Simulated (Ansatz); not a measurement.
Reaction (redistribution): `[SiH3]OB(Cl)Br` + `[F][GaH][F]` → `FB(Cl)Br` + `[F][GaH][O][SiH3]`

Program: Ansatz. Geometries: PBE0-D4/def2-TZVP. ΔE: electronic, gas phase. CBS: MP2 limit from def2 TZ/QZ plus the TZ coupled-cluster correction, frozen cores. DFT in def2-TZVPP. HSE06 is defined as in plane-wave codes. For Br, Ga outer-core shells are correlated without core-valence functions, which leaves a few kJ/mol of doubt a bond. Scalar relativity is left out up to krypton. Each species was taken in one conformer, which may not be the lowest.

`[SiH3]OB(Cl)Br`:

Cartesian coordinates in Å:
```
Si -0.172 -1.258 -0.099
O 0.348 0.245 -0.608
B 0.296 1.463 -0.078
Cl 0.965 2.830 -0.936
Br -0.517 1.757 1.650
H 0.504 -1.607 1.171
H -1.642 -1.235 0.075
H 0.216 -2.195 -1.175
```

`[F][GaH][F]`:

Z-matrix (Å, degrees):
```
Ga
F 1 1.740
F 1 1.740 2 111.9
H 1 1.536 2 124.0 3 180.0
```

`FB(Cl)Br`:

Z-matrix (Å, degrees):
```
B
F 1 1.309
Br 1 1.903 2 119.0
Cl 1 1.737 2 119.4 3 -180.0
```

`[F][GaH][O][SiH3]`:

Z-matrix (Å, degrees):
```
Si
O 1 1.639
H 1 1.485 2 108.0
H 1 1.487 2 111.0 3 -119.5
H 1 1.487 2 111.0 3 119.5
Ga 2 1.763 1 138.2 3 179.9
F 6 1.751 2 113.0 1 0.1
H 6 1.537 2 125.1 1 -179.9
```

Question: Is it downhill or uphill in electronic energy at CCSD(T)/CBS, and by how much? (Best estimate.)

Answer: Ansatz gave: Uphill: ΔE = +2.9 kcal/mol.

Question: What do these levels give: PBE0-D4, HSE06-D4, CAM-B3LYP-D4, PBE-QIDH, r2SCAN0, CCSD(T)/def2-SVP? (Best estimate.)

Answer: Computed: PBE0-D4 3.2, HSE06-D4 3.1, CAM-B3LYP-D4 3.0, PBE-QIDH 2.8, r2SCAN0 2.6, CCSD(T)/def2-SVP 2.9 kcal/mol.

Largest T1 diagnostic among the species: 0.015.

The D4 term adds +0.8 kcal/mol with B3LYP and +0.5 kcal/mol with PBE0; it sums over pairs of atoms, weighted by their polarisabilities, and B3LYP, whose exchange is more repulsive, gets the larger term. Leaving LDA and LC-ωPBE aside and taking each functional with its dispersion term where it has one, the values, not all of them listed here, spread over 1.2 kcal/mol, from B97M-V to revPBE-D4.

B3LYP here is the variant with VWN-RPA as its local correlation; programs differ in this.
